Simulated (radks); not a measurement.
Fractional charge and spin in the 5s shell of neodymium: the spin-up occupation runs from 0 to 1 and the spin-down occupation from 0 to 1; the fullest corner is Nd2+, [Kr] 4d10 4f(up 2, down 2) 5p6 5s(up 1, down 1). Method: scalar-relativistic Kohn-Sham, PBEsol, spin-polarised, spherical densities, point nucleus; computed with a radial shooting solver on a logarithmic mesh with Libxc functionals. Energy (eV) minus the two flat planes that join the four corners (they meet along the diagonal where the two added fractions sum to one electron); zero is where a piecewise linear energy would lie.

down \ up,0,0.25,0.5,0.75,1
0,0.000,-1.272,-1.690,-1.263,0.000
0.25,-1.272,-1.630,-1.145,0.174,-1.198
0.5,-1.690,-1.145,0.231,-1.084,-1.589
0.75,-1.263,0.174,-1.084,-1.533,-1.185
1,0.000,-1.198,-1.589,-1.185,0.000

Corners above the fullest one (they belong to Nd3+ and the next ion): (up 1, down 0) 59.716 eV, (up 0, down 1) 59.716 eV, (up 0, down 0) 133.49 eV. With half an added electron in each spin the energy lies 0.231 eV from the planes, and with half an added electron in spin up alone -1.690 eV. The planes are only a guide here: the flat-plane condition holds for ground states with one frontier orbital, while this shell lies below other occupied shells, so the corners above the fullest one are inner-hole states and not the ground states of those ions.
